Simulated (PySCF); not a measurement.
This PySCF input asks for the NMR shieldings of SMILES C#C[BH2-][N@@H+](C)[C@@H]1C[C@@H]1N, C₆H₁₃BN₂; the geometry comes from GFN2-xTB.

```python
import basis_set_exchange as bse
import numpy as np
from pyscf import gto, dft
from pyscf.prop import nmr

atoms = """
C     2.966744    0.980519    1.476649
C     2.198421    1.094943    0.559414
B     1.187300    1.232622   -0.610281
N     0.299785   -0.165890   -0.613787
C     1.133610   -1.334646   -0.876382
C    -0.451678   -0.293415    0.611411
C    -1.608652   -1.250323    0.676400
C    -1.858454    0.231190    0.600227
N    -2.316491    0.727738   -0.668078
H     3.649902    0.895997    2.273963
H     1.715256    1.287092   -1.681026
H     0.404062    2.120053   -0.429879
H    -0.385264   -0.043290   -1.360536
H     1.627286   -1.215930   -1.838047
H     1.898842   -1.390619   -0.103153
H     0.548291   -2.256598   -0.876142
H     0.165322   -0.145809    1.488145
H    -1.802945   -1.766438    1.603050
H    -1.842139   -1.822434   -0.208666
H    -2.214109    0.731916    1.500629
H    -3.329179    0.720916   -0.717853
H    -1.996321    1.681791   -0.806910
"""
names = dict.fromkeys(["C", "B", "N", "H"], "pcSseg-1")
basis = {el: gto.basis.parse(bse.get_basis(n, elements=[el], fmt="nwchem")) for el, n in names.items()}
mol = gto.M(atom=atoms, basis=basis, charge=0, verbose=0)
mf = dft.RKS(mol, xc="PBE0")
mf.grids.level = 2
mf.grids.alignment = dft.numint.BLKSIZE   # the property module wants whole blocks of grid points
mf.conv_tol = 1e-9
mf.kernel()

calc = nmr.RKS(mf)   # GIAO
C = mf.mo_coeff
Co = C[:, mf.mo_occ > 0]
resp = mf.gen_response(singlet=True, hermi=2)
def vind(x):   # induced exchange potential for any number of trial vectors
    d = np.einsum("pi,xij,qj->xpq", C, 2 * x.reshape(-1, C.shape[1], Co.shape[1]), Co, optimize=True)
    return np.einsum("xpq,pi,qj->xij", resp(d - d.transpose(0, 2, 1)), C, Co, optimize=True).ravel()
mo1, _ = nmr.rhf.solve_mo1(calc, with_cphf=vind)
sigma = calc.kernel(mo1)
for i, s in enumerate(sigma):   # ppm
    print("%2d %-2s %9.2f" % (i, mol.atom_pure_symbol(i), np.trace(s) / 3))
```

Task: Give the expected output.

Result: 
```
 0 C      93.59
 1 C      85.11
 2 B     121.58
 3 N     213.05
 4 C     147.73
 5 C     146.77
 6 C     170.50
 7 C     155.60
 8 N     230.99
 9 H      30.01
10 H      29.30
11 H      29.36
12 H      27.94
13 H      29.15
14 H      28.06
15 H      29.47
16 H      28.43
17 H      31.01
18 H      31.48
19 H      28.96
20 H      30.41
21 H      30.07
```

These numbers come from an equivalent density-fitted implementation of the same equations, which agrees with the script to about 0.01 ppm for H and up to a few tenths of a ppm for heavy atoms, so last digits may differ.

Size and cost of the density-fitted run: 218 basis functions, 51 s wall time on 1 thread of an Arm Neoverse V1, shared host; peak memory 0.89 GiB.
